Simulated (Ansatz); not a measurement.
The same molecule with X = B, Al, Ga, In. Ansatz, PBE0-D4/def2-TZVP geometries, multiplicity 1. Each molecule was computed in one conformer, which needn't be the lowest.

Elements past krypton have def2 core potentials. Scalar relativity is left out up to krypton.

```csv
X,molecule,mean X–Cl bond length / Å,mean X–O bond length / Å,HOMO–LUMO gap (B3LYP/def2-TZVPP) / eV,HOMO energy (ωB97M-V/def2-TZVPP) / eV,HOMO energy (PBE0/def2-TZVPP) / eV
B,`[SiH3]OB(Cl)Cl`,1.757,1.332,7.91,-11.28,-9.00
Al,`[SiH3][O][Al]([Cl])[Cl]`,2.073,1.659,7.38,-11.27,-8.99
Ga,`[SiH3][O][Ga]([Cl])[Cl]`,2.112,1.753,6.77,-11.32,-9.03
```

Q: Give the row for X = In, `[SiH3][O][In]([Cl])[Cl]`. (An estimate is asked.)

A: Ansatz gave: 
```
 X                   molecule  mean X–Cl bond length / Å  mean X–O bond length / Å  HOMO–LUMO gap (B3LYP/def2-TZVPP) / eV  HOMO energy (ωB97M-V/def2-TZVPP) / eV  HOMO energy (PBE0/def2-TZVPP) / eV
In  `[SiH3][O][In]([Cl])[Cl]`                      2.292                     1.950                                   5.54                                 -11.11                               -8.81
```

From B to In the mean X–Cl bond length rises at each step, by 0.535 Å in all; the mean X–O bond length rises at each step, by 0.618 Å in all; the HOMO–LUMO gap (B3LYP/def2-TZVPP) falls at each step, by 2.37 eV in all; the HOMO energy (ωB97M-V/def2-TZVPP) isn't monotonic: highest at In, lowest at Ga; the HOMO energy (PBE0/def2-TZVPP) isn't monotonic: highest at In, lowest at Ga. Bonds lengthen as the atom grows down the group.

B3LYP here is the variant with VWN-RPA as its local correlation; programs differ in this.
